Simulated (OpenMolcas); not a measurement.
What dynamic correlation does to the levels of Sr⁺

| Quantity | Value |
| --- | --- |
| Program | OpenMolcas 26.06 |
| Basis | ANO-RCC-VTZP [7s6p3d1f] |
| Scalar Hamiltonian | DKH2, point nucleus |
| Active space | 1 electron in 4 orbitals (5s 5p) |
| State averaging | 2S+1 = 2 even, 1 root; 2S+1 = 2 odd, 3 roots |
| Spin-orbit coupling | RASSI with atomic mean-field integrals over the reference wave functions, term energies averaged over their components |

Methods on the same reference wave functions:
A. CASSCF
B. SS-CASPT2, IPEA 0.25 Eh, imaginary shift 0.1 Eh (closed shells correlated: 4s 4p)
C. XMS-CASPT2, IPEA 0.25 Eh, imaginary shift 0.1 Eh (closed shells correlated: 4s 4p)

Energies in cm-1 above 5s 2S 1/2, the measured ground level; measured values from NIST Handbook of Basic Atomic Spectroscopic Data.

```
     Level      A      B      C  Measured
 5s 2S 1/2    0.0    0.0    0.0       0.0
5p 2P* 1/2  21854  23684  23563     23715
5p 2P* 3/2  22382  24213  24092     24517
```

Deviations, from unrounded energies. A percentage is the sum of absolute deviations over the sum of measured energies, with the sign that they share, or ± where signs differ.

```
           Against measurement  Levels     A     B     C
mean absolute deviation (cm-1)       2  2000   170   290
      other configurations (%)       2  -8.3  -0.7  -1.2
```

B lies closest to measurement on these levels and A furthest from it. The largest miss of B in the table is 5p 2P* 3/2, by -300 cm-1. The ranking rests on the paired levels alone, and a cruder setting can come out closer through cancelling errors.

Between B and C the level of the table that moves most is 5p 2P* 1/2, by 120 cm-1 (lowest in C, highest in B).

The lowest spin-free term lies below A's lowest term by 0.188 hartree in B, 0.188 hartree in C.

ANO sets are built for ground and valence states and can reach diffuse excited orbitals poorly. With one active electron the reference holds no correlation, so core polarisation is missing (holds for A). With one active electron, CASPT2 adds the correlation within the correlated inactive shells and between them and that electron, and leaves the splitting within a term as the reference gives it (holds for B; C). Computed and measured levels are paired by configuration, term and J; levels that our copy of the source lacks, or whose pairing is in doubt (as where it misses far off the trend of its configuration), stay unpaired and out of the deviations. Levels of configurations outside the active space are missing.

* marks odd parity.
